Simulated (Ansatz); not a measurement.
Ansatz (a quantum-chemistry and plane-wave program) input (B3LYP/6-31G*):

Ansatz 0.2 input:
```yaml
crystal:
  periodic: [false, false, false]
  atoms:
    - {symbol: B, position_ang: [-0.00000000, -0.00000000, -1.23654853]}
    - {symbol: Cl, position_ang: [0.00000000, 0.00000000, 0.36369074]}
basis:
  gaussian:
    orbitals: 6-31G*
hamiltonian:
  xc: {name: B3LYP}
total_charge: 1
magnetization: {spin_polarized: true, initial_magnetization: 1}
relax: {f_tol: 0.003, max_steps: 120}
```

Question: Predict the final energy.

Answer: -484.61895 Eh.
